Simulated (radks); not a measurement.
Results of a calculation; reference values are marked as such.
Question: Yb2+, 68 electrons, occupied as [Xe] 4f14. Level of theory: Dirac Kohn-Sham, Slater X-alpha with alpha = 0.667, spin-unpolarised, spherical densities, point nucleus (a radial shooting solver on a logarithmic mesh with Libxc functionals). Some entries of the table are withheld. Estimate them.

| orbital | occ. | eigenvalue (eV) | <r> (bohr) |
|---|---|---|---|
| 1s1/2 | 2 | -61127.20 | 0.01967 |
| 2s1/2 | 2 | -10361.87 | 0.08279 |
| 2p1/2 | 2 | (1) | (2) |
| 2p3/2 | 4 | (3) | (4) |
| 3s1/2 | 2 | -2344.869 | 0.2165 |
| 3p1/2 | 2 | -2134.839 | 0.2062 |
| 3p3/2 | 4 | -1912.925 | 0.2203 |
| 3d3/2 | 4 | -1554.473 | 0.1936 |
| 3d5/2 | 6 | -1505.950 | 0.1979 |
| 4s1/2 | 2 | -471.1436 | 0.4881 |
| 4p1/2 | 2 | (5) | (6) |
| 4p3/2 | 4 | (7) | (8) |
| 4d3/2 | 4 | -195.9331 | 0.5538 |
| 4d5/2 | 6 | -186.7543 | 0.5654 |
| 5s1/2 | 2 | -68.3032 | 1.209 |
| 5p1/2 | 2 | -45.3009 | (9) |
| 5p3/2 | 4 | -39.1327 | (10) |
| 4f5/2 | 6 | -17.0625 | (11) |
| 4f7/2 | 8 | -15.7430 | (12) |

Answer: 
(1) 2p1/2 eigenvalue (eV): -9886.588
(2) 2p1/2 <r> (bohr): 0.06874
(3) 2p3/2 eigenvalue (eV): -8840.679
(4) 2p3/2 <r> (bohr): 0.07624
(5) 4p1/2 eigenvalue (eV): -386.2176
(6) 4p1/2 <r> (bohr): 0.4958
(7) 4p3/2 eigenvalue (eV): -335.7771
(8) 4p3/2 <r> (bohr): 0.5285
(9) 5p1/2 <r> (bohr): 1.365
(10) 5p3/2 <r> (bohr): 1.481
(11) 4f5/2 <r> (bohr): 0.7721
(12) 4f7/2 <r> (bohr): 0.7934
